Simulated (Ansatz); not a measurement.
```yaml
crystal:
  periodic: [false, false, false]
  atoms:
    - {symbol: La, position_ang: [-0.002134, 0.001897, 0.368705]}
    - {symbol: F, position_ang: [2.086705, -0.025621, -0.110658]}
    - {symbol: F, position_ang: [-1.020612, 1.818409, -0.138145]}
    - {symbol: F, position_ang: [-1.063969, -1.794675, -0.119901]}
basis:
  gaussian: {orbitals: def2-TZVP, final_grid: {core_spheres: 5, valence_spheres: 4, degree: 11}, point_charges: [{charge: -1.00, position_ang: [5.071, -0.314, -0.251]}]}
magnetization: {spin_polarized: true, initial_magnetization: 2}
hamiltonian: {xc: {name: wB97X-V}}
output: {forces: true}
```

```sh
$ ansatz run in.yaml --threads 4 --pin off --events-out ev --progress --plain --max-ram 3916MiB
```

It prints (some lines left out):

```
Functional definition: wB97X-V
791 factors; their error is unknown
185 factors; integrals over basis functions are off by at most 2.7e-5 eV
mean field evaluation 1: about -9003.2847 eV, gradient 4.4e1 eV
mean field evaluation 2: about -8983.2567 eV, gradient 9.2e1 eV
mean field evaluation 4: about -9010.2776 eV, gradient 2.3e0 eV
mean field evaluation 8: about -9010.4451 eV, gradient 3.0e-1 eV
mean field evaluation 16: about -9010.4893 eV, gradient 1.2e-2 eV
mean field evaluation 32: about -9010.4894 eV, gradient 1.4e-3 eV
mean field -9010.48937031 eV, -331.1293768300 hartree, gradient 2.1e-6 eV, S^2 2.006118; 6 other end points of the search recorded, 0 dependent functions left out
reference -9010.48937193 eV, -331.1293768895 hartree; 20, 18 occupied and 113, 115 virtual orbitals, 791 factors
Total energy: -9010.48937193 eV, -331.1293768895 hartree
Atom 0 at    -0.002134     0.001897     0.368705 Å, force    -1.870684    -0.040409     0.508538 eV/Å
Atom 1 at     2.086705    -0.025621    -0.110658 Å, force     2.958948    -0.039658    -0.443858 eV/Å
Atom 2 at    -1.020612     1.818409    -0.138145 Å, force    -0.286241     0.131633    -0.046295 eV/Å
Atom 3 at    -1.063969    -1.794675    -0.119901 Å, force    -0.312891    -0.096784    -0.025417 eV/Å
Dipole moment:     1.319884    -0.042958    -0.247411 e Å
```

Run time 15 s (4 threads of Arm Neoverse V2 on a shared host).

In the def2 sets La takes a core potential; there is no spin–orbit coupling.
